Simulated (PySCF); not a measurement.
## Ionisation energy of F+ by level of theory

F+ [He] 2s2 2p4 [2p1/2^2 2p3/2^2, M_J = 2] → F(2+) [He] 2s2 2p3 [2p1/2^2 2p3/2^1, M_J = 3/2], as a difference of total energies. All numbers are calculated (PySCF 2.14, the two-component X2C-1e Hamiltonian, in an even-tempered Gaussian basis (20 s from 0.06 bohr⁻², ratio 2.4; 13 p from 0.077 bohr⁻², ratio 2.4; 6 d from 1.4 bohr⁻², ratio 2.6; 5 f from 2.1 bohr⁻², ratio 2.6)). Correlated levels: nothing frozen; the 36 highest virtual spinors dropped. "Screened" scales the spin-orbit matrix elements by Boettger's factors to mimic the two-electron term; Breit and QED terms are absent.

| method | ionisation energy (eV) | error (eV) |
| --- | --- | --- |
| GHF (spin-free) | 33.261 | -1.710 |
| GMP2 (spin-free) | 34.637 | -0.334 |
| GHF (screened spin-orbit) | 33.283 | -1.688 |
| GMP2 (screened spin-orbit) | 34.659 | -0.312 |

Reference: 34.971 eV (measured; NIST Atomic Spectra Database, ionization energies).

The labels give the starting determinants; with spin-orbit coupling the two ends relaxed to ⟨J²⟩ = 6.01, ⟨L²⟩ = 2.00, ⟨S²⟩ = 2.00 and ⟨J²⟩ = 3.75, ⟨L²⟩ = 0.00, ⟨S²⟩ = 3.75.
